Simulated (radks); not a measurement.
Values are calculated unless marked as measured or tabulated.
Q: These are the eigenvalues of the occupied orbitals of an atom or ion with whole-number occupations (eV). Level of theory: Dirac Kohn-Sham, BP86, spin-unpolarised, spherical densities, point nucleus (a radial shooting solver on a logarithmic mesh with Libxc functionals).

1s1/2: -9593.500
2s1/2: -1226.425
2p1/2: -1088.079
2p3/2: -1064.200
3s1/2: -194.7303
3p1/2: -150.6325
3p3/2: -147.4421
3d3/2: -73.6244
3d5/2: -73.1945

Which element is it, and in what charge state? The configuration may be excited. Open shells, if any, fill j = l - 1/2 first.

A: Z = 30, zinc, charge +4: Zn4+ in [Ar] 3d8. The list shows which subshells hold electrons but not how many an open one holds; the 1s level, -352.55 hartree, gives Z - s = 26.6 by -(Z - s)^2/2, which with screening and relativity narrows Z to a few neighbours, and the depths of the outer levels then fix element, charge and occupations together.
